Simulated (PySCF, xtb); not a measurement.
CdSe, SMILES [Se]=[Cd].

Harmonic wavenumbers (cm⁻¹) from GFN2-xTB (xtb) at its own minimum, in rising order: 283.

Question: What does PBE0-D3(BJ)/def2-TZVP run with PySCF give at its own minimum? (The exact figures need the calculation; the answer reports its results.)

Answer: 263. Paired by order, the mean absolute difference is 20 cm⁻¹ and the zero-point energies are 0.4 and 0.4 kcal/mol.
